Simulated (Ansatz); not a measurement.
`C[SiH]1NCS1` → 2 C• + 7 H• + N• + S• + Si•  (atomization)

Calculated with Ansatz (gas phase, PBE0-D4/def2-TZVP geometries, no zero-point term in ΔE). CCSD(T)/CBS is the MP2 limit (def2-TZVPP, def2-QZVPP) plus CCSD(T) − MP2 in def2-TZVPP, frozen cores. This one scheme is used for every species, atoms too. Open shells (•) are unrestricted, without spin–orbit coupling. Spin–orbit coupling would lower the free atoms: a little for C, S, Si.

| species | CCSD/def2-TZVPP energy (Eh) |
| --- | --- |
| `C[SiH]1NCS1` | -821.73871 |
| C• | -37.77900 |
| H• | -0.49981 |
| N• | -54.51368 |
| S• | -397.64200 |
| Si• | -288.92521 |

(1) Work out ΔE.

Largest T1 diagnostic among the species: 0.012.

Answers

(1) ΔE = 7 × (-0.49981) + 2 × (-37.77900) + (-54.51368) + (-397.64200) + (-288.92521) − (-821.73871) = 1.60115 Eh = +4203.8 kJ/mol. CCSD(T)/CBS gives +4400.5 kJ/mol.

From PBE to PBE0 (25 % exact exchange), in def2-TZVPP and without D4, ΔE moves by −58.6 kJ/mol: exact exchange takes away binding that semilocal exchange gives to molecules. In def2-TZVPP, CCSD(T) changes the Hartree–Fock value by +1113.2 kJ/mol (the triples alone add +67.6 kJ/mol) and MP2 by +1172.5 kJ/mol; breaking electron pairs costs correlation energy, which Hartree–Fock lacks.

For atomizations the MP2-based limit and the directly extrapolated one differ by several kJ/mol either way, and by 10 to 25 for some Ge, Se and Sn compounds, so smaller differences from it don't rank the levels.
